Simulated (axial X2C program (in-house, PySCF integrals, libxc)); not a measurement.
# Outer orbitals of TaF⁺ at 1.771 Å, PBE50

Computed with an in-house relativistic program for diatomic molecules. Spin-free means the one-electron spin-free X2C Hamiltonian; two-component (2c) means X2C with spin–orbit coupling and atomic mean-field two-electron Coulomb and Gaunt terms, so the difference of the two also holds small scalar two-electron terms. Basis: Ta dyall-cv3z [13s14p9d7f4g], F dyall-av3z [7s6p3d2f] (cores contracted in-house); Gaussian nuclei, density fitting, unrestricted open shells. Masses: Ta 180.948 u, F 18.998 u.

The distance is close to the 2c PBE0 minimum; the highest filled and lowest empty levels are listed.

Spin-free orbitals, state M_S = 3/2, Λ = 0 (beyond evenly filled blocks: σα, δ+α, δ-α) (Löwdin shares):

```csv
symmetry,occupied,ε (eV),atomic character
σβ,yes,-22.00,"83% F p, 10% Ta d"
σα,yes,-21.97,"81% F p, 12% Ta d, 2% F s"
π+β,yes,-21.33,"86% F p, 8% Ta d, 3% Ta f"
π-β,yes,-21.33,"86% F p, 8% Ta d, 3% Ta f"
π-α,yes,-21.18,"84% F p, 9% Ta d, 3% Ta f"
π+α,yes,-21.18,"84% F p, 9% Ta d, 3% Ta f"
δ-α,yes,-14.24,99% Ta d
δ+α,yes,-14.24,99% Ta d
σα,yes,-14.08,"57% Ta s, 25% Ta d, 10% F p"
π-α,no,-8.03,"76% Ta d, 12% Ta p, 6% F p"
π+α,no,-8.03,"76% Ta d, 12% Ta p, 6% F p"
σβ,no,-7.94,"71% Ta s, 11% Ta p, 8% F p"
σα,no,-7.24,"40% Ta p, 38% Ta d, 13% Ta s"
```

Spinors with spin–orbit coupling (state Ω = 3/2):

```csv
ω,occupied,ε (eV),atomic character,λ mixture
-1/2,yes,-21.99,"83% F p, 10% Ta d",100% σ
1/2,yes,-21.96,"80% F p, 12% Ta d, 2% F s",100% σ
1/2,yes,-21.35,"86% F p, 8% Ta d, 3% Ta f",100% π
-3/2,yes,-21.30,"86% F p, 8% Ta d, 3% Ta f",100% π
-1/2,yes,-21.19,"84% F p, 9% Ta d, 3% Ta f",100% π
3/2,yes,-21.14,"84% F p, 9% Ta d, 3% Ta f",100% π
-3/2,yes,-14.52,99% Ta d,"99% δ, 1% π"
1/2,yes,-14.08,"57% Ta s, 26% Ta d, 10% F p",100% σ
5/2,yes,-13.97,99% Ta d,100% δ
-1/2,no,-8.19,"70% Ta d, 16% Ta p, 5% F p","94% π, 6% σ"
-1/2,no,-7.96,"67% Ta s, 10% Ta p, 8% Ta d","95% σ, 5% π"
3/2,no,-7.89,"77% Ta d, 11% Ta p, 6% F p","99% π, 1% δ"
1/2,no,-7.37,"45% Ta d, 35% Ta p, 12% Ta s","80% σ, 20% π"
```

Q: How does the gap between the highest filled and lowest empty level change from the spin-free to the 2c table?

A: From 6.05 to 5.78 eV at PBE50, a change of -0.27 eV.

Mulliken charges and populations of the two-component result (they depend on the basis, above all on diffuse functions):

Ta 1.38 e (s 10.74 p 24.03 d 22.78 f 14.05 g 0.02), F -0.38 e (s 3.97 p 5.38 d 0.03). ⟨Lz⟩ = 0.02 ħ and ⟨Sz⟩ = 1.48 ħ (1.51 and -0.03 on the two atoms), which add up to Ω.

Occupations by symmetry block were frozen at the best pattern of an incomplete PBE0 search. Density functionals use the spin component along the axis (collinear). With several unpaired electrons one determinant need not be a pure state. This is the top spin component of a Σ state; components of lower Ω are not single determinants and can lie lower.
